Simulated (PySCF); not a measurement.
**Correlation energy of Os(61+) (osmium, charge +61)**

[Ne] 3s2 3p3, high-spin 4S determinant. Calculation: PySCF 2.14, in an even-tempered Gaussian basis (16 s from 17 bohr⁻², ratio 2.5; 10 p from 23 bohr⁻², ratio 2.5; 4 d from 87 bohr⁻², ratio 2.7; 4 f from 130 bohr⁻², ratio 2.7); no relativity, point nucleus. Frozen: 1s2; 13 electrons correlated; the 17 highest virtual orbitals of each spin left out.

```csv
level,correlation energy (mhartree)
CCSD,-530.25
(T),-0.63
CCSD(T),-530.88
```

Diagnostics: T1 = 0.00014, D1 = 0.0004, largest double amplitude 0.020.

A non-relativistic calculation at this Z misses sizeable relativistic shifts. Spin-orbit coupling is strong in this species (close to jj coupling), so the high-spin LS determinant is a model state, not a physical level.

Cost of the coupled-cluster step: about 40 core-seconds, for 13 correlated electrons.

At this charge a non-relativistic calculation is a model, useful for the Z dependence of the correlation energy.

Spin-orbit coupling is strong in this species, so the high-spin LS determinant is a model state.
